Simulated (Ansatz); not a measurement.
[CuI2]- (CuI₂⁻). Charge -1, multiplicity 1. Geometry r2SCAN-D4/def2-TZVPD, basis def2-TZVPD, Ansatz.

```xyz
3

Cu    0.000    0.000    0.000
I    -2.298   -0.201    0.769
I     2.298    0.201   -0.769
```

```tsv
run	HOMO (eV)	LUMO (eV)
A	-2.28	2.77
B	-2.52	2.98
C	-1.28	2.90
D	-1.03	2.48
E	-1.40	2.55
F	-1.14	2.48
```

In the def2 sets I takes a core potential; there is no spin–orbit coupling. B3LYP takes the VWN-RPA correlation.

Q: The runs used B3LYP, B97M-V, BLYP, PBE, PBE0, r2SCAN. Estimate which is which.

A: A B3LYP (20 % exact exchange); B PBE0 (25 % exact exchange); C r2SCAN (0 % exact exchange); D BLYP (0 % exact exchange); E B97M-V (0 % exact exchange); F PBE (0 % exact exchange). Exact exchange lowers occupied and raises empty levels; among semilocal functionals meta-GGAs tend to open the gap a little, and such runs are hard to tell apart. The gap grows from 3.50 eV (BLYP) to 5.50 eV (PBE0).
